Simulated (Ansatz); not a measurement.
Ansatz results at the PBE0-D4/def2-TZVP geometry: HOMO–LUMO gap (PBE0/def2-TZVPP) 4.19 eV; HOMO energy (PBE/def2-TZVPP) -5.06 eV; HOMO–LUMO gap (PBE/def2-TZVPP) 2.54 eV.

(1) Which molecule gave them?
A. `C1[CH2][Zn][SiH2]1`
B. `CBC(Cl)=C=S`
C. `B[CH](B)[AlH2]`
D. `O[CH](F)[GeH2][F]`

Answers

(1) A. The others give `CBC(Cl)=C=S`: 4.09, -5.91, 2.18; `O[CH](F)[GeH2][F]`: 8.43, -7.05, 6.03; `B[CH](B)[AlH2]`: 6.25, -7.07, 4.13.
